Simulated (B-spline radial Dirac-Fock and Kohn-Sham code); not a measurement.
**Kohn-Sham estimates against Dirac-Fock for the levels of Er⁵⁺**

System: the Er⁵⁺ ion, configuration [Kr] 4d10 4f10 5s2 5p5.

The density-functional columns are spherical, spin-unpolarised Dirac-Kohn-Sham results without Breit or QED terms: −ε is minus the orbital energy of the initial state and ΔSCF the difference of two total energies. The reference in the last column comes from multi-electron Dirac-Fock with separately optimised hole states, Breit and Lamb-shift corrections added in first order. All numbers are from a radial B-spline solver, in eV; a selection of levels is shown. For the 1s level of heavy atoms much of the gap between ΔSCF and the reference is the Breit and QED part, -263.5 eV here; for other levels the error of the functional can be larger.

```tsv
level	PBE −ε	PBE ΔSCF	LDA −ε	LDA ΔSCF	Dirac-Fock
K	57366.4	57865.1	57315.1	57812.3	57561.2
L1	9693.1	9784.9	9686.0	9778.1	9837.7
L2	9236.8	9353.8	9233.8	9350.8	9343.8
L3	8320.1	8423.6	8318.0	8421.7	8437.5
M1	2229.6	2258.0	2227.6	2256.2	2304.8
M2	2029.2	2059.4	2028.4	2058.8	2089.6
M3	1836.6	1864.7	1836.2	1864.4	1896.5
M4	1493.4	1526.6	1493.6	1526.8	1533.2
M5	1451.4	1483.7	1451.6	1484.0	1492.0
N1	498.4	512.6	497.6	511.8	537.0
N2	418.2	432.3	417.8	431.9	449.9
N4	242.3	255.6	242.3	255.7	262.0
N5	234.3	247.5	234.3	247.5	254.1
N6,7	73.28	85.17	73.67	85.57	81.63
O1	115.4	124.1	115.7	124.5	125.3
O2,3	87.21	95.17	87.55	95.55	93.55
```

Question: Order the estimates of the K (1s) level by their distance from the Dirac-Fock value, nearest first.
A. LDA −ε
B. LDA ΔSCF
C. PBE ΔSCF
D. PBE −ε

Answer: D (194.8 eV), A (246.1 eV), B (251.1 eV), C (303.9 eV).

An eigenvalue near the reference for a deep level is a cancellation of errors: it lacks relaxation, carries self-interaction and omits Breit and QED terms.

Values without a named source are computed, but for edge energies of neutral atoms, which are taken from tables.
